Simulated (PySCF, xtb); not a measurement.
C2H5FSi2, SMILES F[Si@H](C#C)[SiH3].

GFN2-xTB in xtb 6.7.1 at its own geometry gives an orbital gap of 4.17 eV and a dipole moment of 1.82 D.

Coordinates come from a B3LYP-D3(BJ)/def2-SVP optimisation. The structure was generated by enumeration; whether it is a known compound was not checked.

### Question
What does PySCF with ωB97X/def2-TZVP give? (An estimate is asked for; the answer gives what the named calculation found.)

### Answer
gap 11.31 eV (levels -10.37 and 0.94 eV), dipole 1.79 D.
